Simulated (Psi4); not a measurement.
H$_{5}$ClOSi$_{2}$ (SMILES [SiH3]O[SiH2]Cl), singlet, geometry from GFN2-xTB, atoms displaced at random by about 0.03 Å a coordinate; Psi4 1.11 with B3LYP/6-31G, gradient.

Here is a job for Psi4.
```
memory 2 GB

molecule mol {
0 1
Si   -2.131881    0.003139   -0.652727
O    -0.493923    0.062062   -0.786915
Si    1.066504    0.134025   -0.426852
Cl    1.390036   -0.115704    1.506556
H    -2.541495   -1.349107   -1.243816
H    -2.656280    1.131737   -1.414674
H    -2.479954    0.074185    0.723614
H     1.604073    1.374585   -0.891971
H     1.638640   -1.134334   -1.154911
symmetry c1
no_reorient
no_com
}

set {
  basis 6-31g
  reference rks
}

gradient('b3lyp')
print_variables()
```

Question: Write the output that Psi4 gives for this input, abridged.

Answer: 
```
gradient() will perform analytic gradient computation.

   => Loading Basis Set <=

    Name: 6-31G
    Role: ORBITAL
    Keyword: BASIS

         ---------------------------------------------------------
                                   SCF
               by Justin Turney, Rob Parrish, Andy Simmonett
                          and Daniel G. A. Smith
                              RKS Reference
         ---------------------------------------------------------

  ==> Geometry <==

    Molecular point group: c1
    Full point group: C1

    Geometry (in Angstrom), charge = 0, multiplicity = 1:

       Center              X                  Y                   Z               Mass
    ------------   -----------------  -----------------  -----------------  -----------------
         SI          -2.131881000000     0.003139000000    -0.652727000000    27.976926534650
         O           -0.493923000000     0.062062000000    -0.786915000000    15.994914619570
         SI           1.066504000000     0.134025000000    -0.426852000000    27.976926534650
         CL           1.390036000000    -0.115704000000     1.506556000000    34.968852682000
         H           -2.541495000000    -1.349107000000    -1.243816000000     1.007825032230
         H           -2.656280000000     1.131737000000    -1.414674000000     1.007825032230
         H           -2.479954000000     0.074185000000     0.723614000000     1.007825032230
         H            1.604073000000     1.374585000000    -0.891971000000     1.007825032230
         H            1.638640000000    -1.134334000000    -1.154911000000     1.007825032230

  Running in c1 symmetry.

  Rotational constants: A =      0.27084  B =      0.05274  C =      0.04568 [cm^-1]
  Rotational constants: A =   8119.56682  B =   1581.20143  C =   1369.31194 [MHz]
  Nuclear repulsion =  280.407674503804515

  Charge       = 0
  Multiplicity = 1
  Electrons    = 58
  Nalpha       = 29
  Nbeta        = 29

  ==> Algorithm <==

  SCF Algorithm Type is DF.
  DIIS enabled.
  MOM disabled.
  Fractional occupation disabled.
  Guess Type is SAD.
  Energy threshold   = 1.00e-08
  Density threshold  = 1.00e-08
  Integral threshold = 1.00e-12

  ==> Primary Basis <==

  Basis Set: 6-31G
    Blend: 6-31G
    Number of shells: 36
    Number of basis functions: 58
    Number of Cartesian functions: 58
    Spherical Harmonics?: false
    Max angular momentum: 1

  ==> DFT Potential <==

   => LibXC <=

    Version 7.1.2
    S. Lehtola, C. Steigemann, M. J. T. Oliveira, and M. A. L. Marques,  SoftwareX 7, 1–5 (2018) (10.1016/j.softx.2017.11.002)

   => Composite Functional: B3LYP <=

    B3LYP Hyb-GGA Exchange-Correlation Functional

    P. J. Stephens, F. J. Devlin, C. F. Chabalowski, and M. J. Frisch,  J. Phys. Chem. 98, 11623 (1994) (10.1021/j100096a001)

    Deriv               =              1
    GGA                 =           TRUE
    Meta                =          FALSE

    Exchange Hybrid     =           TRUE
    MP2 Hybrid          =          FALSE

   => Exchange Functionals <=

    0.0800   Slater exchange
    0.7200         Becke 88

   => Exact (HF) Exchange <=

    0.2000               HF

   => Correlation Functionals <=

    0.1900   Vosko, Wilk & Nusair (VWN5_RPA)
    0.8100   Lee, Yang & Parr

   => LibXC Density Thresholds  <==

    XC_HYB_GGA_XC_B3LYP:  1.00E-15

   => Molecular Quadrature <=

    Radial Scheme          =       TREUTLER
    Pruning Scheme         =           NONE
    Nuclear Scheme         =       TREUTLER

    Blocking Scheme        =         OCTREE
    BS radius alpha        =              1
    Pruning alpha          =              1
    Radial Points          =             75
    Spherical Points       =            302
    Total Points           =         193456
    Total Blocks           =           1500
    Max Points             =            256
    Max Functions          =             56
    Weights Tolerance      =       1.00E-15

   => Loading Basis Set <=

[...]
  @DF-RKS Final Energy: -1117.37067231354263
    Total Energy =                      -1117.3706723135426273
[...]
         SI           1.066504000000     0.134025000000    -0.426852000000    27.976926534650
         CL           1.390036000000    -0.115704000000     1.506556000000    34.968852682000
         H           -2.541495000000    -1.349107000000    -1.243816000000     1.007825032230
         H           -2.656280000000     1.131737000000    -1.414674000000     1.007825032230
         H           -2.479954000000     0.074185000000     0.723614000000     1.007825032230
         H            1.604073000000     1.374585000000    -0.891971000000     1.007825032230
         H            1.638640000000    -1.134334000000    -1.154911000000     1.007825032230

  Nuclear repulsion =  280.407674503804515

  ==> Basis Set <==

  Basis Set: 6-31G
    Blend: 6-31G
    Number of shells: 36
    Number of basis functions: 58
    Number of Cartesian functions: 58
    Spherical Harmonics?: false
    Max angular momentum: 1

  ==> DFJKGrad: Density-Fitted SCF Gradients <==

    Gradient:                    1
    J tasked:                  Yes
    K tasked:                  Yes
    wK tasked:                  No
    Integrals threads:           1
    Schwarz Cutoff:          1E-12
    Fitting Condition:       1E-10

   => Auxiliary Basis Set <=

  Basis Set: (6-31G AUX)
    Blend: CC-PVDZ-JKFIT
    Number of shells: 177
    Number of basis functions: 596
    Number of Cartesian functions: 596
    Spherical Harmonics?: false
    Max angular momentum: 3

  ==> DFT Potential <==

   => LibXC <=

    Version 7.1.2
    S. Lehtola, C. Steigemann, M. J. T. Oliveira, and M. A. L. Marques,  SoftwareX 7, 1–5 (2018) (10.1016/j.softx.2017.11.002)

   => Composite Functional: B3LYP <=

    B3LYP Hyb-GGA Exchange-Correlation Functional

    P. J. Stephens, F. J. Devlin, C. F. Chabalowski, and M. J. Frisch,  J. Phys. Chem. 98, 11623 (1994) (10.1021/j100096a001)

    Deriv               =              1
    GGA                 =           TRUE
    Meta                =          FALSE

    Exchange Hybrid     =           TRUE
    MP2 Hybrid          =          FALSE

   => Exchange Functionals <=

    0.0800   Slater exchange
    0.7200         Becke 88

   => Exact (HF) Exchange <=

    0.2000               HF

   => Correlation Functionals <=

    0.1900   Vosko, Wilk & Nusair (VWN5_RPA)
    0.8100   Lee, Yang & Parr

   => LibXC Density Thresholds  <==

    XC_HYB_GGA_XC_B3LYP:  1.00E-15

   => Molecular Quadrature <=

    Radial Scheme          =       TREUTLER
    Pruning Scheme         =           NONE
    Nuclear Scheme         =       TREUTLER

    Blocking Scheme        =         OCTREE
    BS radius alpha        =              1
    Pruning alpha          =              1
    Radial Points          =             75
    Spherical Points       =            302
    Total Points           =         193456
    Total Blocks           =           1500
    Max Points             =            256
    Max Functions          =             56
    Weights Tolerance      =       1.00E-15

  -Total Gradient:
     Atom            X                  Y                   Z
    ------   -----------------  -----------------  -----------------
       1        0.016836571020     0.024907203907     0.027510863860
       2        0.016316468780    -0.007020404139     0.005625700857
       3       -0.028665891514     0.037556469250     0.085690465095
       4       -0.016202589045     0.007548340055    -0.087553994022
       5        0.003167195582    -0.009682565689    -0.003523250694
       6        0.010203481083    -0.009997850013     0.007124942758
       7        0.011420643297    -0.002112224059    -0.030189525167
       8       -0.012645282445    -0.022223626652     0.005380026193
       9       -0.000363197521    -0.019177961948    -0.009861536037

  Variable Map:
  ----------------------------------------------------------------------------
[...]
  Array Variable Map:
  ----------------------------------------------------------------------------
[...]
[...]
```
